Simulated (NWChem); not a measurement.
# BeHOBr; SMILES [OH][Be][Br]

```xyz
4

Be     0.0014     1.1598     0.0000
Br     0.0050    -0.8114     0.0000
O      0.0554     2.5658     0.0000
H     -0.6232     3.2323     0.0000
```
Atoms are numbered in this order, from 1.

Program: NWChem. Medium grid unless said otherwise, to which SCAN and Minnesota functionals are sensitive. All runs use the structure optimised with PBE0-D3(BJ)/def2-TZVP.

Question: Order these by “orbital gap (eV)”, lowest first: BHandHLYP/def2-TZVP; BLYP/def2-TZVP; TPSSh/def2-TZVP; M05-2X/def2-TZVP; TPSS/def2-TZVP.

Answer: BLYP/def2-TZVP (5.88), TPSS/def2-TZVP (6.36), TPSSh/def2-TZVP (7.13), BHandHLYP/def2-TZVP (9.66), M05-2X/def2-TZVP (10.31)
